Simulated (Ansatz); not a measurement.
`C[O][Ga]([SH])[Cl]` + H–F → `C[O][Ga]([F])[Cl]` + H₂S at 500 K and 1 bar (ligand exchange at a Ga–S bond).

Calculated with Ansatz (gas phase, PBE0-D4/def2-TZVP geometries, no zero-point term in ΔE). CBS: MP2 limit from def2 TZ/QZ plus the TZ coupled-cluster correction, frozen cores. This one scheme is used for every species. For Ga outer-core shells are correlated without core-valence functions, which leaves a few kJ/mol of doubt a bond. Scalar relativity is left out up to krypton. One conformer a species, not always the lowest.

| species | CCSD(T)/CBS energy (Eh) | H − E (kJ/mol) | S (J/(mol·K)) |
| --- | --- | --- | --- |
| `C[O][Ga]([SH])[Cl]` | -2897.23772 | 187.6 | 453.4 |
| H–F | -100.39570 | 39.4 | 188.7 |
| `C[O][Ga]([F])[Cl]` | -2598.65197 | 162.6 | 425.7 |
| H₂S | -398.97279 | 57.0 | 224.0 |

H − E and S are ideal-gas, rigid-rotor, harmonic terms from PBE0-D4/def2-TZVP, for one conformer and one mirror image of each species. 1 Eh = 2625.50 kJ/mol, R = 8.31446 J/(mol·K).

Task: By hand: ΔE, ΔH, ΔS and ΔG.

Result: ΔE = (-2598.65197) + (-398.97279) − (-2897.23772) − (-100.39570) = 0.00866 Eh = 22.7 kJ/mol. Δ(H − E) = 162.6 + 57.0 − 187.6 − 39.4 = -7.4, so ΔH = 15.3 kJ/mol. ΔS = 425.7 + 224.0 − 453.4 − 188.7 = 7.6 J/(mol·K). ΔG = 15.3 − 500 × (7.6)/1000 = 11.5 kJ/mol.

Task: By hand: the equilibrium constant, and the temperature at which ΔG would vanish if ΔH and ΔS stayed fixed.

Result: log₁₀ K = −ΔG/(RT ln 10) = -1.2. ΔG = 0 at ΔH/ΔS = 2013 K, though so small a ΔS makes that figure unsure.

The number of gas molecules stays the same, so ΔS is small and ΔH decides. A doubt of 5 kJ/mol in ΔE shifts log₁₀ K by 0.5 here. Other conformers and mirror images would add mixing entropy, several J/(mol·K) or more a flexible species. These are equilibria of isolated gas molecules and say nothing of rates. Largest T1 diagnostic: 0.014 (customary marks: 0.02 for closed shells, 0.045 for open ones).
